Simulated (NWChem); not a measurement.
A series in which one site is exchanged, each optimised at PBE0/def2-SVP with NWChem, gas phase unless a solvent is named. All stand in one matching conformer (torsions within 35°), which need not be the lowest. This build's default masses of Se (78.918 u) and Br (79.917 u) are each other's, which moves their modes by up to 0.6 %.

A: NBBr (BNH3Br; site = Br)
B: NBF (BNH3F; site = F)
C: BN (BNH$_{4}$; site = H)
D: NBCl (BNH$_{3}$Cl; site = Cl)

| quantity | A | B | C | D |
|---|---|---|---|---|
| dipole (D), PBE0/def2-SVP | 2.99 | 2.55 | ? | 2.82 |
| orbital gap (eV), PBE0/def2-SVP | 8.12 | 9.71 | ? | 8.78 |
| lowest singlet excitation, B3LYP/def2-SVPD, TDA (eV) | 6.21 | 7.45 | ? | 6.90 |

What belongs in the gaps?


- dipole (D), PBE0/def2-SVP, C: 2.23
- orbital gap (eV), PBE0/def2-SVP, C: 9.12
- lowest singlet excitation, B3LYP/def2-SVPD, TDA (eV), C: 7.19
